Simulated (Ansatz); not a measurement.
CH6AlBGaN at its PBE0-D4/def2-TZVP geometry, where that method's forces vanish. Charge 0, multiplicity 1. The bonds changed during the relaxation, so this is another structure than the one it started from.

```xyz
11

B    -0.9630   -1.2733   -0.1606
Al    0.9099   -1.2694    0.5627
C     1.6377    0.6048   -0.0555
N     1.8771    1.6918   -0.3492
Ga   -1.8207    0.5351    0.1717
H    -0.0723   -1.2650   -1.0785
H    -1.5027   -2.3368   -0.0396
H     2.2883   -2.0347    0.7838
H     1.9151    2.6617   -0.5900
H    -3.1349    0.7703    1.0211
H    -1.1346    1.9156   -0.2659
```

(1) What forces (eV/Å) does r2SCAN-D4/def2-TZVPP give on these atoms in Ansatz 0.2.0? (An estimate is asked.)

Results:

(1) Ansatz gave: 
```
B1  -0.135  0.028 -0.035
Al2  0.133  0.139 -0.084
C3  -0.172 -0.662  0.203
N4   0.165  0.571 -0.167
Ga5 -0.006  0.045  0.002
H6   0.009 -0.001  0.074
H7   0.016  0.030  0.006
H8  -0.035 -0.013  0.012
H9  -0.023 -0.009  0.014
H10  0.107 -0.024 -0.056
H11 -0.059 -0.104  0.032
```
